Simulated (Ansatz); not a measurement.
# Reading a saddle point

A first-order saddle point of SiNH$_{6}$Cl$_{2}$F, closed shell, PBE0-D4/def2-TZVP, with one imaginary mode of 955i cm⁻¹:

```xyz
11
angstrom
Si -0.8596 -0.5171 -0.0724
H -0.2635 0.5498 -1.4337
Cl -0.7342 -1.9466 -1.5319
Cl -1.5063 -1.7151 1.5461
H -1.9204 0.4944 -0.0145
H 1.0363 0.9343 0.3193
N 0.7613 -0.1001 0.6940
H 0.2587 1.2334 -1.1183
F 1.0451 1.9921 -0.4682
H 1.4747 -0.7518 0.3744
H 0.7079 -0.1736 1.7055
```

Ansatz 0.2.0; basis: def2-TZVPP and def2-QZVPP; cores frozen in the correlated methods. Extrapolation: Hartree–Fock as exp(−7.88 √X), correlation as X^−2.97.

(1) Which contacts change along the imaginary mode, and what lies on either side? (A judgement: the text doesn't fix the answer.)

(2) Which side is lower, and how far does the saddle lie above each? (To be estimated.)

T1 diagnostic: at most 0.011.

Answers

(1) The calculation gives: The step is SiH₂Cl₂ ([Cl][SiH2][Cl]) + NH₃ + HF → SiNH₃Cl₂ ([NH2][SiH]([Cl])[Cl]) + HF + H₂, with the molecules in contact on both sides. Shortening one way: Si1–N7, H2–H8, H6–F9; lengthening the same way: Si1–H2, H6–N7, H8–F9.
```csv
pair,one side (Å),saddle (Å),other side (Å)
Si1–N7,2.20,1.84,1.73
H2–H8,1.73,0.92,0.75
H6–F9,2.18,1.32,0.95
Si1–H2,1.49,1.83,3.92
H6–N7,1.02,1.13,1.73
H8–F9,0.93,1.27,2.52
```

(2) Computed: The side with Si1–N7, H2–H8, H6–F9 short is lower by 11.12 kcal/mol; the saddle lies 37.36 kcal/mol above it and 26.24 kcal/mol above the other (CCSD(T) at an estimated basis limit (MP2 extrapolated from triple and quadruple zeta, plus CCSD(T) − MP2 in triple zeta); electronic energies).

Labels in which every atom is bracketed show which atoms are joined, not bond orders.

For scale, one of the runs: CCSD(T)/def2-TZVPP, 272 basis functions, launched by `ansatz run in.yaml --threads 8 --pin off --events-out ev --progress --plain --max-ram 19148MiB`. Time: 3.1 min of wall clock on 8 CPU threads of an Arm Neoverse V1; the host was shared. Peak host memory: 7 GiB.
